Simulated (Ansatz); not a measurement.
`C[C@H]1B[Si@@H]1F`. Charge 0, multiplicity 1. All single points use the PBE0-D4/def2-TZVP geometry.

```xyz
11

C    -0.754    1.133   -0.465
C     0.484    0.667    0.240
B     0.681   -0.353    1.278
Si    0.003   -1.634    0.087
F     0.834   -2.958   -0.249
H    -1.026    2.107   -0.042
H    -1.619    0.486   -0.300
H    -0.612    1.283   -1.539
H     1.340    1.318    0.041
H     1.626   -0.525    1.982
H    -0.958   -1.523   -1.031
```

(1) What is the dipole moment at r2SCAN/def2-TZVPP? (Estimate.)

(2) And with PBE, B3LYP, ωB97M-V? (An estimate is asked.)

(3) Give the Mulliken charges with r2SCAN, PBE, B3LYP in def2-TZVPP. (An estimate is asked.)

Results:

(1) The calculation gave: 2.04 D, with components (-1.22, 1.26, -1.05) D in this frame, pointing from negative to positive charge.

(2) The calculation gave: PBE 2.01 D, B3LYP 2.00 D, ωB97M-V 1.96 D.

(3) The calculation gave: 
| atom | r2SCAN | PBE | B3LYP |
| --- | --- | --- | --- |
| C1 | -0.10 | -0.21 | -0.22 |
| C2 | -0.09 | -0.08 | -0.11 |
| B3 | -0.18 | -0.17 | -0.14 |
| Si4 | 0.47 | 0.37 | 0.41 |
| F5 | -0.30 | -0.26 | -0.30 |
| H6 | 0.06 | 0.10 | 0.10 |
| H7 | 0.05 | 0.08 | 0.08 |
| H8 | 0.06 | 0.10 | 0.10 |
| H9 | 0.08 | 0.09 | 0.10 |
| H10 | 0.01 | 0.02 | 0.03 |
| H11 | -0.06 | -0.05 | -0.05 |

B3LYP here is the variant with VWN-RPA as its local correlation; programs differ in this.

All numbers were calculated with Ansatz.
